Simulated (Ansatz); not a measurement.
Complex (SMILES): F (HF) with [SiH3]C (CH3-SiH3), atoms 1 to 2 the first; geometry from B3LYP-D3(BJ)/def2-TZVP, monomers rigid:
```xyz
10

F     -0.8072     1.2098    -1.0332
H     -0.8337     1.4847    -0.1466
C     -0.8969     2.1476     1.9988
Si    -0.9462     2.6964     3.7994
H     -1.4172     2.8789     1.3758
H      0.1409     2.0657     1.6668
H     -1.3852     1.1755     1.8964
H     -0.2415     1.7083     4.6485
H     -0.2858     4.0143     3.9445
H     -2.3510     2.8086     4.2554
```

Basis-set convergence of the uncorrected interaction energy at PBE with Ansatz (a program for electronic structure). Cartesian d functions, on some or all atoms, in 6-31G*, 6-31+G*, 6-311G**, 6-311+G**; all else is spherical. The program fits the integrals of some runs and decomposes those of others, by size. No added dispersion term, no relativity. Functions are those of the species that has most. Reference: the counterpoise-corrected one, the value in aug-pcseg-3, -2.04 kcal/mol. Deviations are taken from unrounded values.

```tsv
basis	functions	uncorrected interaction energy (kcal/mol)
6-31G*	63	-2.46
6-31+G*	75	-2.19
def2-SVP	81	-3.19
def2-SVPD	123	-2.80
pcseg-1	81	-3.23
aug-pcseg-1	136	-2.62
cc-pV(D+d)Z	86	-3.32
aug-cc-pV(D+d)Z	141	-2.27
6-311G**	105	-3.20
6-311+G**	117	-2.18
def2-TZVP	141	-2.41
def2-TZVPD	183	-2.06
pcseg-2	192	-2.25
aug-pcseg-2	303	-2.07
cc-pV(T+d)Z	197	-2.78
aug-cc-pV(T+d)Z	308	-2.12
def2-TZVPP	202	-2.36
def2-TZVPPD	244	-2.07
cc-pV(Q+d)Z	384	-2.51
aug-cc-pV(Q+d)Z	571	-2.10
def2-QZVPP	394	-2.25
def2-QZVPPD	436	-2.05
pcseg-3	415	-2.07
aug-pcseg-3	602	-2.05
```

What the diffuse functions change, pair by pair:
- 6-31G* to 6-31+G*: 12 more functions, deviation -0.43 to -0.16 kcal/mol
- def2-SVP to def2-SVPD: 42 more functions, deviation -1.16 to -0.77 kcal/mol
- pcseg-1 to aug-pcseg-1: 55 more functions, deviation -1.19 to -0.58 kcal/mol
- cc-pV(D+d)Z to aug-cc-pV(D+d)Z: 55 more functions, deviation -1.28 to -0.23 kcal/mol
- 6-311G** to 6-311+G**: 12 more functions, deviation -1.16 to -0.15 kcal/mol
- def2-TZVP to def2-TZVPD: 42 more functions, deviation -0.38 to -0.02 kcal/mol
- pcseg-2 to aug-pcseg-2: 111 more functions, deviation -0.22 to -0.03 kcal/mol
- cc-pV(T+d)Z to aug-cc-pV(T+d)Z: 111 more functions, deviation -0.75 to -0.08 kcal/mol
- def2-TZVPP to def2-TZVPPD: 42 more functions, deviation -0.33 to -0.03 kcal/mol
- cc-pV(Q+d)Z to aug-cc-pV(Q+d)Z: 187 more functions, deviation -0.47 to -0.07 kcal/mol
- def2-QZVPP to def2-QZVPPD: 42 more functions, deviation -0.21 to -0.01 kcal/mol
- pcseg-3 to aug-pcseg-3: 187 more functions, deviation -0.03 to -0.01 kcal/mol

Leaving out the reference's own pair, they bring the value nearer the reference by more than 0.01 kcal/mol in 11 of 11 pairs.
